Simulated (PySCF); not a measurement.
# F⁺ (fluorine, charge +1) across methods

[He] 2s1 2p5, high-spin 3P determinant (an excited configuration). Calculation: PySCF 2.14, in x2c-TZVPPall; the spin-free X2C one-electron Hamiltonian (Gaussian nucleus).

| method | E (hartree) | mean ε 2s α (eV) | mean ε 2p α (eV) | mean ε 2p β (eV) | Σ⟨r²⟩ (bohr²) | ⟨S²⟩ |
| --- | --- | --- | --- | --- | --- | --- |
| HSE06 | -98.4167 | -53.240 | -32.598 | -27.889 | 7.406 | 2.003 |
| r2SCAN | -98.4521 | -51.579 | -31.095 | -26.620 | 7.375 | 2.004 |
| B97-3 | -98.4618 | -53.900 | -33.120 | -28.488 | 7.379 | 2.003 |
| UHF | -98.12290 | -66.105 | -41.206 | -32.805 | 7.369 | 2.009 |
| PBE | -98.4216 | -49.339 | -30.095 | -26.314 | 7.455 | 2.002 |
| wB97M-V | -98.4660 | -56.028 | -35.395 | -30.997 | 7.448 | 2.003 |
| BHandHLYP | -98.4525 | -57.865 | -35.893 | -30.290 | 7.397 | 2.004 |
| LDA | -97.8556 | -48.942 | -30.175 | -26.327 | 7.491 | 2.003 |

Question: Estimate the same row for PBE0.

Answer: E (hartree) = -98.4059; mean ε 2s α (eV) = -53.701; mean ε 2p α (eV) = -33.038; mean ε 2p β (eV) = -28.284; Σ⟨r²⟩ (bohr²) = 7.404; ⟨S²⟩ = 2.003.
